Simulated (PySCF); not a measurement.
A GIAO shielding run with PySCF 2.14.0 with density-fitted response routines (density fitting, non-relativistic, gas phase) on `C#C[SiH2]O[Si@@H](CC#N)[SiH2]C`, C5H11NOSi3:

```
$ OMP_NUM_THREADS=1 python probes_run.py task.json out

{"job": {"kind": "nmr", "xc": "PBE0", "basis": "pcSseg-1"}, "charge": 0, "multiplicity": 1}
C      3.743449    -2.087450     1.569295
C      3.382355    -1.494595     0.587625
Si     2.820319    -0.564272    -0.911519
O      1.503595     0.309174    -0.524620
Si     0.066694     0.519250     0.208166
C     -0.318464     2.375660    -0.156628
C     -1.594089     2.718053     0.371228
N     -2.629508     2.942241     0.807616
Si    -1.514575    -0.887555    -0.715723
C     -3.077800    -0.849697     0.357264
H      4.059350    -2.608030     2.428050
H      2.417699    -1.506547    -1.955572
H      3.809932     0.436208    -1.305017
H      0.342459     0.437046     1.651011
H     -0.322401     2.556055    -1.233334
H      0.438142     3.022160     0.290983
H     -1.042838    -2.280325    -0.823984
H     -1.886620    -0.500739    -2.091731
H     -3.438557     0.167217     0.487359
H     -3.879944    -1.430434    -0.087218
H     -2.888119    -1.256477     1.346860
```

Hardware: 1 thread of an Arm Neoverse N1, shared host. The job also computes population analyses, field gradients.

Task: How large is the calculation?

Result: 98 electrons, 246 basis functions and 1341 auxiliary functions.

Task: How long does it take, and how much memory does it need?

Result: 100 s of wall time, with 14 SCF cycles and 5 response iterations; peak memory 1.1 GiB. Times on a shared host scatter by some tens of per cent.
